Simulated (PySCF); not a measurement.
Harmonic spectrum computed at PBE0 in the def2-SVP basis family (core potentials from Rb on, PySCF, no spin–orbit coupling):

```csv
ω (cm⁻¹),"IR (km/mol, summed over degenerate members)",degeneracy
256,33.3,2
264,37.3,1
709,0.3,2
781,1.4,1
```

**Question.** Which molecule gave it? In each, all ligands are bound to the one heavy central atom.
A. RuO₃ (singlet)
B. IO₃ (doublet)
C. IrO₃ (doublet)
D. MnO₃ (doublet)

**Answer.** B. It has C3v symmetry with I–O 1.820 Å (×3).
